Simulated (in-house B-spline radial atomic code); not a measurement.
Configurations of Zn III (Zn2+), with energies counted from [Ar] 3d10. Level of theory: Dirac-Hartree-Fock, average of configuration, Fermi nucleus of rms radius 3.9283 fm; calculated with a B-spline radial code for spherical atoms. Energies include first-order Breit, QED and recoil terms.

Occupations are held fixed; configurations that lie above the ionisation limit could autoionise.

| configuration | E - E(ref) (eV) | highest orbital | its <r> (bohr) |
| --- | --- | --- | --- |
| [Ar] (3d3/2)3 (3d5/2)6 (4f5/2)1 | 29.677 | 4f5/2 | 5.96 |
| [Ar] (3d3/2)4 (3d5/2)5 (5g9/2)1 | 32.12 | 5g9/2 | 9.166 |
| [Ar] (3d3/2)3 (3d5/2)6 (6f7/2)1 | 33.937 | 6f7/2 | 15.91 |
| [Ne] 3s2 (3p1/2)2 (3p3/2)3 3d10 (5g9/2)1 | 114.81 | 5g9/2 | 9.165 |
| [Ne] 3s2 (3p1/2)1 (3p3/2)4 3d10 (6f7/2)1 | 119.32 | 6f7/2 | 15.9 |
| [Ne] 3s2 (3p1/2)1 (3p3/2)4 3d10 (7f5/2)1 | 120.23 | 7f5/2 | 22.38 |
| [Ne] 3s2 (3p1/2)1 (3p3/2)4 3d10 (7g7/2)1 | 120.24 | 7g7/2 | 21.16 |

**Question.** Order these further configurations by energy, lowest first.
A. [Ne] 3s2 (3p1/2)1 (3p3/2)4 3d10 (5p3/2)1
B. [Ar] (3d3/2)3 (3d5/2)6 (5d5/2)1
C. [Ne] 3s2 (3p1/2)1 (3p3/2)4 3d10 (7d5/2)1
D. [Ar] (3d3/2)3 (3d5/2)6 7s1
E. [Ar] (3d3/2)4 (3d5/2)5 6s1

**Answer.** E (29.762 eV), B (30.225 eV), D (32.668 eV), A (112.34 eV), C (119.5 eV).

**Question.** How far above the reference does [Ar] (3d3/2)3 (3d5/2)6 4s1 lie?

**Answer.** 8.5297 eV; its least bound orbital is 4s1/2 with <r> = 2.205 bohr.

**Question.** How far above the reference does [Ne] 3s2 (3p1/2)2 (3p3/2)3 3d10 7s1 lie?

**Answer.** 115.02 eV; its least bound orbital is 7s1/2 with <r> = 13.09 bohr.
